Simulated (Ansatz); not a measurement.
Zn₂Cl₆, relaxed as a singlet with RKS r2SCAN-D4/def2-SVP in Ansatz, starting from the GFN1-xTB geometry. Force threshold 0.02 eV/Å.

The restricted singlet is unstable towards broken spin symmetry in Hartree–Fock (as tested in another run); at r2SCAN-D4/def2-SVP this wasn't settled. In the singlet, Cl3 and Cl8 lie 2.20 Å apart (atoms count from 1), so these atoms are partly bonded to each other. Another isomer (singlet) lies 0.15 eV lower at PBE0-D4/def2-TZVP; other spin states weren't run for this one.

Start:

Cartesian coordinates in Å:
```
Zn -1.4078 0.9456 0.0248
Zn 0.6725 -1.1559 -1.0133
Cl 0.5908 1.0281 2.0295
Cl -1.3110 -1.3445 0.1295
Cl -2.7444 2.3452 0.7846
Cl 0.2577 1.0455 -1.5515
Cl 2.0312 -2.5528 -1.7434
Cl 1.9111 -0.3113 1.3400
```

Q: Estimate the energy that the relaxation releases and the steps that it takes.

A: 19.6 kJ/mol, in 22 steps; 96 s on 4 threads of Arm Neoverse V1 on a shared host. The force fell under the threshold at step 11, but the optimiser went on and released 0.003 eV more. No frequencies were taken in this run, so the end may be a saddle point.

Q: Does the start keep its bonding and symmetry?

A: By distances, no bond broke or formed. The bond that changes most is Zn1–Cl3, from 2.83 to 2.52 Å (atoms count from 1). Point group C2v at the start, Cs at the end, both within 0.05 Å.

Q: Predict the relaxed structure.

A: 
```xyz
8

Zn   -1.4083    0.8588   -0.0913
Zn    0.6799   -1.1084   -0.9464
Cl    0.2383    1.1043    1.7991
Cl   -1.4904   -1.4335   -0.1064
Cl   -2.2131    2.3589    1.2954
Cl    0.1040    0.9991   -1.8107
Cl    2.2624   -2.4642   -1.4007
Cl    1.8272   -0.3149    1.2611
```
Bond lengths (bridged metal pairs left out): 8 × Cl–Zn 2.13 to 2.61 Å; 1 × Cl–Cl 2.20 Å.
